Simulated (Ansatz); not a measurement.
Program: Ansatz. Geometries: PBE0-D4/def2-TZVP. ΔE: electronic, gas phase. CBS: MP2 limit from def2 TZ/QZ plus the TZ coupled-cluster correction, frozen cores. Functionals use def2-TZVPP.

`[SiH3]C1(Cl)C[SiH2]1` + `[F][Al]1[CH]=[CH]1` → `[F][Al]1[CH]=[C]1[SiH3]` + `ClC1C[SiH2]1`  (formal exchange of groups at the Si–C bond)

Is it downhill or uphill in electronic energy at CCSD(T)/CBS, and by how much? (Estimate.)

Computed: Nearly level: ΔE = -1.5 kJ/mol.

What do these levels give: r2SCAN-D4, PBE0-D4, ωB97M-V, B2PLYP, PBE, HF/def2-TZVPP, CCSD/def2-TZVPP, CCSD(T)/def2-TZVPP, HF/def2-QZVPP, MP2/def2-QZVPP, HF/CBS(def2), MP2/CBS(def2)? (Best estimate.)

The calculation gave: r2SCAN-D4 -5.0, PBE0-D4 -4.9, ωB97M-V -2.4, B2PLYP -7.4, PBE -9.8, HF/def2-TZVPP -12.5, CCSD/def2-TZVPP -4.3, CCSD(T)/def2-TZVPP -2.7, HF/def2-QZVPP -12.6, MP2/def2-QZVPP 0.1, HF/CBS(def2) -12.6, MP2/CBS(def2) 0.6 kJ/mol.

Largest T1 diagnostic among the species: 0.014.

In def2-TZVPP, CCSD(T) changes the Hartree–Fock value by +9.8 kJ/mol (the triples alone add +1.6 kJ/mol) and MP2 by +11.9 kJ/mol. The D4 term adds +7.1 kJ/mol with B3LYP and +3.9 kJ/mol with PBE0; it sums over pairs of atoms, weighted by their polarisabilities, and B3LYP, whose exchange is more repulsive, gets the larger term.

B3LYP here is the variant with VWN-RPA as its local correlation; programs differ in this.
